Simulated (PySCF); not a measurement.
**Stretching CdB**

Set-up: basis Cd def2-SVPD with ECP28, B def2-SVPD; scalar-relativistic core potentials; PySCF 2.14. Energies in eV from Cd + B in their ground configurations at the same level. State: ²Π (doublet), unpaired electrons π ↑.

All columns are revPBE. A positive dipole means Cd(−)B(+).

```
R (Å)  E (eV)  μ (D)  Mulliken charge on Cd (basis-dependent)  HOMO (eV)  LUMO (eV)  Mayer bond order  ⟨S²⟩
2.095  -0.251  -2.01                                     0.04      -4.11      -3.69              1.19  0.76
2.192  -0.399  -2.01                                     0.06      -4.04      -3.60              1.10  0.76
2.290  -0.473  -2.00                                     0.08      -3.97      -3.52              1.01  0.76
2.363  -0.496  -1.98                                     0.09      -3.93      -3.46              0.94  0.76
2.436  -0.498  -1.95                                     0.11      -3.90      -3.41              0.88  0.76
2.509  -0.486  -1.92                                     0.12      -3.87      -3.37              0.82  0.76
2.607  -0.457  -1.87                                     0.13      -3.84      -3.33              0.74  0.76
2.728  -0.407  -1.80                                     0.13      -3.81      -3.28              0.65  0.76
2.874  -0.342  -1.69                                     0.13      -3.80      -3.25              0.55  0.76
3.069  -0.258  -1.52                                     0.12      -3.81      -3.26              0.44  0.75
```

A fit through these points gives, at Re = 2.410 Å, μ = -1.96 D and dμ/dR = 0.357 D/Å; the reduced mass is 10.04 u.

**Question.** How strong is the fundamental in the double-harmonic approximation, I = 42.26·(dμ/dR)²/μred km/mol?

**Answer.** I = 42.26·(0.357)²/10.04 = 0.536 km/mol at revPBE.

Spin–orbit coupling is left out. The state is the lowest determinant that a PBE0 search found; another state may lie lower at other levels.
